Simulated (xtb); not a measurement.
FGa, singlet, from a rough starting geometry (GFN-xTB shapes and energies of metal compounds can be far from the true ones); GFN2-xTB (xtb 6.7.1).

The xtb input:
```
$ xtb mol.xyz --gfn 2 --opt vtight --json

# file mol.xyz
2

Ga    -0.55783220    -0.45326695    -0.65812658
F      0.47351573     0.42622005     0.63946246
```

The log (banner, timings and long lists left out):

```
   ID    Z sym.   atoms
    1   31 Ga     1
    2    9 F      2

           -------------------------------------------------
          |                Calculation Setup                |
           -------------------------------------------------

           -------------------------------------------------
          |                 G F N 2 - x T B                 |
           -------------------------------------------------

          ...................................................
          :                      SETUP                      :
          :.................................................:
          :  # basis functions                  14          :
          :  # atomic orbitals                  13          :
          :  # shells                            5          :
          :  # electrons                        10          :
          :  max. iterations                   250          :
          :  Hamiltonian                  GFN2-xTB          :
          :  restarted?                      false          :
          :  GBSA solvation                  false          :
          :  PC potential                    false          :
          :  electronic temp.          300.0000000     K    :
          :  accuracy                    1.0000000          :
          :  -> integral cutoff          0.2500000E+02      :
          :  -> integral neglect         0.1000000E-07      :
          :  -> SCF convergence          0.1000000E-05 Eh   :
          :  -> wf. convergence          0.1000000E-03 e    :
          :  Broyden damping             0.4000000          :
          :  net charge                          0          :
          :  unpaired electrons                  0          :
          ...................................................

 iter      E             dE          RMSdq      gap      omega  full diag
   1     -6.0361055 -0.603611E+01  0.159E+01    7.06       0.0  T
   2     -6.0374511 -0.134555E-02  0.108E+01    6.71       1.0  T
   3     -6.0374842 -0.331437E-04  0.155E+00    5.87       1.0  T
   4     -6.0380487 -0.564419E-03  0.116E+00    6.33       1.0  T
   5     -6.0380978 -0.490969E-04  0.580E-01    6.18       1.0  T
   6     -6.0381230 -0.252097E-04  0.100E-01    6.24       1.0  T
   7     -6.0381238 -0.800755E-06  0.151E-02    6.25       4.7  T
   8     -6.0381238 -0.121832E-07  0.759E-03    6.25       9.3  T
   9     -6.0381238 -0.491248E-08  0.278E-05    6.25    2542.6  T
  10     -6.0381238  0.101252E-12  0.423E-05    6.25    1670.5  T

   *** convergence criteria satisfied after 10 iterations ***

         :::::::::::::::::::::::::::::::::::::::::::::::::::::
         ::                     SUMMARY                     ::
         :::::::::::::::::::::::::::::::::::::::::::::::::::::
         :: total energy              -6.037104206348 Eh    ::
         :: gradient norm              0.017064475106 Eh/a0 ::
         :: HOMO-LUMO gap              6.252096045351 eV    ::
         ::.................................................::
         :: SCC energy                -6.038123785032 Eh    ::
         :: -> isotropic ES            0.031150274528 Eh    ::
         :: -> anisotropic ES          0.003813962700 Eh    ::
         :: -> anisotropic XC         -0.000413575788 Eh    ::
         :: -> dispersion             -0.000379616313 Eh    ::
         :: repulsion energy           0.001019578684 Eh    ::
         :: add. restraining           0.000000000000 Eh    ::
         :: total charge               0.000000000000 e     ::
         :::::::::::::::::::::::::::::::::::::::::::::::::::::

      -----------------------------------------------------------
     |                   =====================                   |
     |                        A N C O P T                        |
     |                   =====================                   |
     |               Approximate Normal Coordinate               |
[...]
 * total energy  :    -6.0371042 Eh     change       -0.1616485E-12 Eh
 * total energy  :    -6.0375283 Eh     change       -0.4241237E-03 Eh
 * total energy  :    -6.0380175 Eh     change       -0.4891468E-03 Eh
 * total energy  :    -6.0380310 Eh     change       -0.1351536E-04 Eh
 * total energy  :    -6.0380312 Eh     change       -0.1643904E-06 Eh
 * total energy  :    -6.0380312 Eh     change       -0.4669785E-07 Eh
   *** GEOMETRY OPTIMIZATION CONVERGED AFTER 6 ITERATIONS ***
         :: total energy              -6.038031203347 Eh    ::
[...]
         :: gradient norm              0.000000339303 Eh/a0 ::
         :: HOMO-LUMO gap              6.428442247005 eV    ::
         ::.................................................::
         :: SCC energy                -6.040116416126 Eh    ::
         :: -> isotropic ES            0.027727505041 Eh    ::
         :: -> anisotropic ES          0.003127437628 Eh    ::
         :: -> anisotropic XC         -0.000448070267 Eh    ::
         :: -> dispersion             -0.000376903238 Eh    ::
         :: repulsion energy           0.002085212779 Eh    ::
         :: add. restraining           0.000000000000 Eh    ::
         :: total charge              -0.000000000000 e     ::
         :::::::::::::::::::::::::::::::::::::::::::::::::::::

           -------------------------------------------------
          |                Property Printout                |
           -------------------------------------------------

    * Orbital Energies and Occupations

         #    Occupation            Energy/Eh            Energy/eV
      -------------------------------------------------------------
         1        2.0000           -0.7480183             -20.3546
         2        2.0000           -0.4889968             -13.3063
         3        2.0000           -0.4510126             -12.2727
         4        2.0000           -0.4510126             -12.2727
         5        2.0000           -0.4119146             -11.2088 (HOMO)
         6                         -0.1756737              -4.7803 (LUMO)
         7                         -0.1756737              -4.7803
         8                         -0.0929208              -2.5285
         9                         -0.0260266              -0.7082
        10                         -0.0260266              -0.7082
        11                          0.0404367               1.1003
        12                          0.0404367               1.1003
        13                          0.6559027              17.8480
      -------------------------------------------------------------
                  HL-Gap            0.2362409 Eh            6.4284 eV
             Fermi-level           -0.2937941 Eh           -7.9945 eV

     #   Z          covCN         q      C6AA      α(0)
     1  31 Ga       0.691     0.374   326.421    46.198
     2   9 F        0.691    -0.374    13.212     4.292

 Mol. C6AA /au·bohr⁶  :        442.510564
 Mol. C8AA /au·bohr⁸  :      41433.817017
 Mol. α(0) /au        :         50.489721

Wiberg/Mayer (AO) data.
largest (>0.10) Wiberg bond orders for each atom

 ---------------------------------------------------------------------------
     #   Z sym  total        # sym  WBO       # sym  WBO       # sym  WBO
 ---------------------------------------------------------------------------
     1  31 Ga   1.124 --     2 F    1.124
     2   9 F    1.124 --     1 Ga   1.124
 ---------------------------------------------------------------------------

Topologies differ in total number of bonds
Writing topology from bond orders to xtbtopo.mol

molecular dipole:
                 x           y           z       tot (Debye)
 q only:       -0.699      -0.596      -0.879
   full:       -0.779      -0.664      -0.980       3.603
molecular quadrupole (traceless):
                xx          xy          yy          xz          yz          zz
 q only:        0.081       0.098      -0.041       0.124       0.049      -0.040
  q+dip:        0.078       0.203      -0.087       0.277       0.174       0.008
   full:        0.198      -0.782       0.348      -1.178      -1.067      -0.546

optimized geometry written to: xtbopt.xyz

           -------------------------------------------------
          | TOTAL ENERGY               -6.038031203347 Eh   |
          | GRADIENT NORM               0.000000339303 Eh/α |
          | HOMO-LUMO GAP               6.428442247005 eV   |
           -------------------------------------------------

normal termination of xtb
```
